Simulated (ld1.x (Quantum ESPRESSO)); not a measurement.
# ruthenium (Ru), ultrasoft: configuration errors across variants

Ru (Z = 44), ultrasoft, made with ld1.x (Quantum ESPRESSO) 7.5 (PBEsol, scalar-relativistic). Core [Kr], reference 4d7.5 5s0.5 5p0. Waves: 5s (bound): rcut 2.65, rcutus 3.00 bohr; 5s channel at 0.05 Ry: rcut 2.65, rcutus 3.00 bohr; 5p (bound, empty): rcut 3.35, rcutus 3.70 bohr; 5p channel at 1.05 Ry: rcut 3.35, rcutus 3.70 bohr; 4d (bound): rcut 1.85, rcutus 2.05 bohr; 4d channel at 0.45 Ry: rcut 1.85, rcutus 2.05 bohr. Local part: all-electron potential smoothed inside 2.70 bohr (lloc = -1). Core correction: none. Augmentation charge: PSQ, radius 1.85 bohr.

All-electron excitation energies from the reference (eV): (1) 4d7 5s1 5p0 0.313; (2) 4d7 5s0 5p0 7.612; (3) 4d6 5s0 5p0 25.797; (4) 4d8 5s0 5p0 -0.017; (5) 4d7 5s0 5p1 3.833; (6) 4d6 5s1 5p1 5.993; (7) 4d5 5s0 5p0 56.406.

Errors AE − PS in meV (a dash: test not solved or not reliable):

| change | (1) | (2) | (3) | (4) | (5) | (6) | (7) | bound ghosts |
| --- | --- | --- | --- | --- | --- | --- | --- | --- |
| base | +4.7 | -0.6 | +8.1 | +0.9 | -2.0 | +41 | +62 | none |
| core correction a·sin(br)/r model core inside 0.88 bohr | -7.4 | -12 | -118 | -8.6 | -11 | -79 | -370 | none |
| core correction a·sin(br)/r model core inside 1.24 bohr | -7.1 | -12 | -115 | -8.3 | -10 | -76 | -365 | none |
| core correction a·sin(br)/r model core inside 1.52 bohr | -5.6 | -11 | -106 | -7.1 | -9.8 | -63 | -337 | none |
| core correction a·sin(br)/r model core inside 1.88 bohr | -1.6 | -11 | -85 | -4.0 | -8.4 | -25 | -255 | none |
| core correction a·sin(br)/r model core inside 2.20 bohr | +1.7 | -11 | -66 | -1.5 | -7.1 | +7.0 | -171 | none |

Question: Give the same row for: core correction a·sin(br)/r model core inside 2.40 bohr.

Answer: +3.0, -11, -53, -0.4, -6.2, +21, -117; bound ghosts: none.
